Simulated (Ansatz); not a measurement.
The same path of ClGaH₃N (6 atoms, charge 0, multiplicity 1) was run twice with different band settings. Lost on the way: Ga1–N2, Ga1–H5. Made: N2–H5.

Theory: RKS PBE/def2-SVP in Ansatz 0.2.0.

Relaxed end points:

```xyz
6
Properties=species:S:1:pos:R:3
Ga 0.653 0.043 0.026
N 0.950 -0.026 1.814
H 0.202 -0.120 2.503
H 1.875 0.004 2.243
H 1.748 0.182 -1.075
Cl -1.444 -0.083 -0.524
```

```xyz
6
Properties=species:S:1:pos:R:3
Ga 0.261 -1.108 -0.651
N 1.292 0.137 1.148
H 0.422 0.593 1.467
H 1.681 -0.399 1.936
H 1.975 0.869 0.909
Cl -1.648 -0.092 0.180
```

Common settings: movable images 7; climbing image yes; spring 5.0 eV/Å²; optimiser quadratic models (default); force threshold 0.03 eV/Å; iteration limit 60; end points relaxed.

| run | start path |
| --- | --- |
| 1 | through a guess of the saddle point |
| 2 | straight line |

(1) What does each run give, and how far can it be trusted?

Answers

(1) Run 1: converged after 24 iterations, highest image 2.115 eV above the first end. The profile has 2 maxima (images 2, 6) with wells between them (image 4): this band takes more than one step, which may be the mechanism or a detour left from its start path. Neighbouring images differ by up to 2.3 eV, so the band resolves the path poorly. A vibrational analysis at the climbing image gives one clearly imaginary mode, 1164i cm⁻¹: a first-order saddle point.
Run 2: converged after 10 iterations, highest image 2.115 eV above the first end. Neighbouring images differ by up to 1.3 eV, so the band resolves the path poorly. Another band between the same ends (7 images) ends at a top of the same energy, where a vibrational analysis finds 1 clearly imaginary mode.
The orbitals stay closed-shell, which can raise the energy where a bond breaks towards radicals; this wasn't checked here.
